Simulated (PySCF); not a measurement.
## Cobalt: a sound run and one with changed settings

Sound run: Co(2+) [Ar] 3d7, Co(3+) [Ar] 3d6. Computed with PySCF 2.14 in jorge-DZP-DKH (8s6p2d1f, 43 functions), with scalar relativity by spin-free X2C-1e. The sound run starts from symmetry-adapted Hartree-Fock orbitals and uses a fine grid where one is needed.

Changed run: 14 angular points. This setting is unsound on purpose.

```tsv
species	method	sound run (hartree)	changed run (hartree)	converged
Co(2+)	UHF	-1390.85400	-1390.85400	yes
Co(2+)	BP86	-1392.33474	-1392.31649	yes
Co(2+)	PBE0	-1391.90493	-1391.89235	yes
Co(3+)	UHF	-1389.69782	-1389.69782	yes
Co(3+)	BP86	-1391.06414	-1391.05162	yes
Co(3+)	PBE0	-1390.65664	-1390.64745	yes
```

Ionisation energy of Co(2+):

| method | sound run (eV) | changed run (eV) |
| --- | --- | --- |
| UHF | 31.461 | 31.461 |
| BP86 | 34.575 | 34.419 |
| PBE0 | 33.968 | 33.875 |

A coarse angular grid integrates products of high-l functions wrongly, so density functionals can shift, and the SCF can exploit the error; Hartree-Fock and MP2 need no grid.

For comparison, NIST gives 33.5 ± 0.06 eV between the lowest levels.
